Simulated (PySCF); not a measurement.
**Correlation energy of Cl(3+) (chlorine, charge +3)**

[Ne] 3s2 3p2, high-spin 3P determinant. All numbers are calculated (PySCF 2.14, the non-relativistic Hamiltonian (point nucleus), in dyall-acv3z (19s12p6d4f, 113 functions)). Frozen: [Ne]; 4 electrons correlated; the 23 highest virtual orbitals of each spin left out.

MP2 pair energies summed by pair of shells (mhartree):

```json
{"pair": "3s-3p", "energy": "-47.89", "share (%)": "63.2"}
{"pair": "3s-3s", "energy": "-20.01", "share (%)": "26.4"}
{"pair": "3p-3p", "energy": "-7.82", "share (%)": "10.3"}
```

Total MP2 correlation energy: -75.72 mhartree.

Same-spin part -12.29 and opposite-spin part -63.43 mhartree; SCS-MP2 scales them by 1/3 and 6/5 to -80.21 mhartree.
